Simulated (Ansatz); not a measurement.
Reaction (formal exchange of groups at the Sn–O bond): `C[O][Sn]([OH])([F])[Cl]` + `CNCF` → `C[O][SnH]([F])[Cl]` + `CNC(O)F`

Isolated molecules relaxed with PBE0-D4/def2-TZVP in Ansatz; ΔE leaves out vibrations. CCSD(T)/CBS is the MP2 limit (def2-TZVPP, def2-QZVPP) plus CCSD(T) − MP2 in def2-TZVPP, frozen cores. Functionals use def2-TZVPP. B3LYP here is the variant with VWN-RPA as its local correlation; programs differ in this. def2 core potentials past Kr. For Sn outer-core shells are correlated without core-valence functions, which leaves a few kJ/mol of doubt a bond. Each species was taken in one conformer, which may not be the lowest.

Q: Is it downhill or uphill in electronic energy at CCSD(T)/CBS, and by how much? (Best estimate.)

A: Computed: Uphill: ΔE = +14.9 kcal/mol.

Q: What do these levels give: B3LYP-D4, ωB97X-V, ωB97M-V, PBE, r2SCAN, MP2/def2-TZVPP, SCS-MP2/def2-TZVPP, HF/def2-QZVPP, MP2/def2-QZVPP, SCS-MP2/def2-QZVPP, HF/CBS(def2), MP2/CBS(def2)? (Best estimate.)

A: Ansatz gave: B3LYP-D4 13.5, ωB97X-V 12.1, ωB97M-V 11.8, PBE 12.8, r2SCAN 12.6, MP2/def2-TZVPP 14.8, SCS-MP2/def2-TZVPP 14.8, HF/def2-QZVPP 12.4, MP2/def2-QZVPP 16.0, SCS-MP2/def2-QZVPP 16.0, HF/CBS(def2) 12.5, MP2/CBS(def2) 16.6 kcal/mol.

Largest T1 diagnostic among the species: 0.014.

From PBE to PBE0 (25 % exact exchange), in def2-TZVPP and without D4, ΔE moves by −1.3 kcal/mol. In def2-TZVPP, CCSD(T) changes the Hartree–Fock value by +1.4 kcal/mol (the triples alone add +0.4 kcal/mol) and MP2 by +3.0 kcal/mol.
